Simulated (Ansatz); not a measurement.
Ansatz (a first-principles code) input:

Ansatz 0.2 input:
```yaml
crystal:
  periodic: [false, false, false]
  atoms:
    - {symbol: Si, position_ang: [-0.02870564, 0.24979682, -0.23188795]}
    - {symbol: C, position_ang: [1.75565331, -0.33435425, -0.37102115]}
    - {symbol: N, position_ang: [-0.65557462, -0.84528261, 1.27360825]}
    - {symbol: N, position_ang: [-1.08167689, -0.29804175, -1.44755482]}
    - {symbol: N, position_ang: [-0.48800410, 1.76239958, 0.41102962]}
    - {symbol: H, position_ang: [2.27557911, 0.18838014, -1.16842313]}
    - {symbol: H, position_ang: [2.31690589, -0.15207281, 0.54183537]}
    - {symbol: H, position_ang: [1.82286277, -1.39630356, -0.59174688]}
    - {symbol: H, position_ang: [-0.06745280, -0.75836437, 2.09931917]}
    - {symbol: H, position_ang: [-0.69189156, -1.82778397, 1.01029055]}
    - {symbol: H, position_ang: [-1.95721617, 0.16373264, -1.63689478]}
    - {symbol: H, position_ang: [-0.73249452, -0.74389888, -2.28009801]}
    - {symbol: H, position_ang: [0.01450488, 2.18275933, 1.17812606]}
    - {symbol: H, position_ang: [-0.81785860, 2.48831781, -0.20618102]}
    - {symbol: H, position_ang: [-1.59793387, -0.55367506, 1.52659129]}
basis:
  gaussian:
    orbitals: def2-TZVP
hamiltonian:
  xc: b3lyp
  dispersion: d3bj
total_charge: 1
relax: {f_tol: 0.002, max_steps: 150}
```

Question: Which total energy does the run end on?

Answer: -497.90927 Eh (B3LYP-D3(BJ)/def2-TZVP). The basis has 221 functions. The run takes very roughly 4 core-minutes.

It need not be the lowest isomer of its formula.
